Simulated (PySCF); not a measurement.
## Steps of a relaxation of [Yb(H2O)3]3+

[Yb(H2O)3]3+ (singlet in the valence; each metal's 4f electrons, 13 of them, lie in its core potential, out of spins and levels; a saddle point, relaxed within its symmetry). PySCF 2.14.0, RKS PBE0, Yb lcecp-1-SVP with ECP59, O def2-SVP, H def2-SVP; non-relativistic Hamiltonian with scalar-relativistic core potentials where named; density fitting; no spin-orbit coupling. Origin of the start: template. Columns: position (Å) and force (eV/Å). Energies are counted from the last step; some of the 6 steps are shown. Forces carry noise of the integration grid, about 0.01 to 0.03 eV/Å.

Run from Python with OMP_NUM_THREADS=2. Where DIIS fails, smearing, a level shift and second-order steps follow.
It took 21 s on 2 threads of Arm Neoverse V2, with other jobs on the host, from the converged density of the start.

```xyz
10
step 0  E = 0.515 eV
Yb    0.0000    0.0000    0.0000     0.00    0.00    0.00
O     2.3975    0.0000    0.0000    -2.39    0.00    0.00
H     2.9875    0.0000    0.7700     0.48    0.00    0.55
H     2.9875    0.0000   -0.7700     0.48    0.00   -0.55
O    -1.1987    2.0763    0.0000     1.20   -2.07    0.00
H    -1.4937    2.5873    0.7700    -0.24    0.41    0.55
H    -1.4937    2.5873   -0.7700    -0.24    0.41   -0.55
O    -1.1988   -2.0763    0.0000     1.20    2.07    0.00
H    -1.4938   -2.5873    0.7700    -0.24   -0.41    0.55
H    -1.4938   -2.5873   -0.7700    -0.24   -0.41   -0.55
```

```xyz
10
step 2  E = 0.039 eV
Yb    0.0000    0.0000    0.0000     0.00    0.00    0.00
O     2.2366    0.0000    0.0000     0.45    0.00    0.00
H     2.8748    0.0000    0.7692    -0.41    0.00   -0.23
H     2.8748    0.0000   -0.7692    -0.41    0.00    0.23
O    -1.1183    1.9369    0.0000    -0.22    0.39    0.00
H    -1.4374    2.4897    0.7692     0.20   -0.35   -0.23
H    -1.4374    2.4897   -0.7692     0.20   -0.35    0.23
O    -1.1183   -1.9369    0.0000    -0.22   -0.39    0.00
H    -1.4374   -2.4896    0.7692     0.20    0.35   -0.23
H    -1.4374   -2.4896   -0.7692     0.20    0.35    0.23
```

```xyz
10
step 3  E = 0.007 eV
Yb    0.0000    0.0000    0.0000     0.00    0.00    0.00
O     2.2066    0.0000    0.0000     0.41    0.00    0.00
H     2.8367    0.0000    0.7700    -0.22    0.00   -0.12
H     2.8367    0.0000   -0.7700    -0.22    0.00    0.12
O    -1.1033    1.9110    0.0000    -0.20    0.36    0.00
H    -1.4183    2.4567    0.7700     0.11   -0.19   -0.12
H    -1.4183    2.4567   -0.7700     0.11   -0.19    0.12
O    -1.1033   -1.9110    0.0000    -0.20   -0.36    0.00
H    -1.4184   -2.4567    0.7700     0.11    0.19   -0.12
H    -1.4184   -2.4567   -0.7700     0.11    0.19    0.12
```

Where does the relaxation end?

It converges at step 5 in D3h:
```xyz
10
step 5  E = 0
Yb    0.0000    0.0000    0.0000
O     2.2069    0.0000    0.0000
H     2.8253    0.0000    0.7723
H     2.8253    0.0000   -0.7723
O    -1.1035    1.9113    0.0000
H    -1.4126    2.4468    0.7723
H    -1.4126    2.4468   -0.7723
O    -1.1035   -1.9113    0.0000
H    -1.4126   -2.4467    0.7723
H    -1.4126   -2.4467   -0.7723
```

How did the contacts change?


```
     contact  start (Å)  end (Å)
Yb1–O2 (H2O)      2.398    2.207
Yb1–O5 (H2O)      2.398    2.207
Yb1–O8 (H2O)      2.398    2.207
```


An lcecp potential fixes the number of 4f electrons, so in runs with it no electron can move into or out of that shell.
